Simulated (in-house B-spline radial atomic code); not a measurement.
Checks on a self-consistent run for Sn VIII (Sn7+), [Kr] 4d7. Level of theory: Dirac-Hartree-Fock, average of configuration, Fermi nucleus of rms radius 4.6519 fm; calculated with a B-spline radial code for spherical atoms.

```csv
orbital,q,ε (Eh),<1/r>,<r²>,small-component weight
1s1/2,2,-1083.49600,53.0854,0.00114233,0.033735
2s1/2,2,-170.49326,12.3344,0.0184631,0.0071674
2p1/2,2,-159.06342,12.2779,0.0137874,0.0071496
2p3/2,4,-150.55024,11.4405,0.0150823,0.006829
3s1/2,2,-37.67529,4.37804,0.129964,0.0020897
3p1/2,2,-32.99230,4.27718,0.12526,0.0020246
3p3/2,4,-31.38910,4.07578,0.133414,0.0019413
3d3/2,4,-23.20121,3.90575,0.114993,0.0018086
3d5/2,6,-22.87514,3.85332,0.11743,0.0017833
4s1/2,2,-9.74621,1.71777,0.730918,0.00055913
4p1/2,2,-8.05414,1.6156,0.806468,0.0005084
4p3/2,4,-7.74592,1.55805,0.851676,0.00048743
4d3/2,2.8,-5.10479,1.34295,1.09826,0.00038029
4d5/2,4.2,-5.05701,1.32795,1.11853,0.00037421
```

Electron-electron repulsion V_ee = 2135.0212 hartree.

**Question.** What total energy follows from the eigenvalues?

**Answer.** The eigenvalues count the repulsion twice, so E = Σqε - V_ee = -4027.371 - 2135.021 = -6162.392 hartree; the run printed -6162.392.

**Question.** Does the Dirac virial theorem hold?

**Answer.** For a point nucleus E = -2c²Σq·w, with w the small-component weight. Here Σq·w = 0.16407 and c = 137.0360, so the ratio E/(-2c²Σq·w) is 1.000049; the finite nucleus accounts for the departure from 1.

**Question.** What diamagnetic shielding (Lamb formula) and susceptibility (Langevin formula) do the radii give?

**Answer.** σ = (α²/3)Σq<1/r> = 295.751/(3·137.036²) = 5249.7 ppm, and χ = -0.79199×10⁻⁶·Σq<r²> = -13.14×10⁻⁶ cm³/mol with Σq<r²> = 16.59 bohr². Both are non-relativistic formulas without the paramagnetism of open shells.
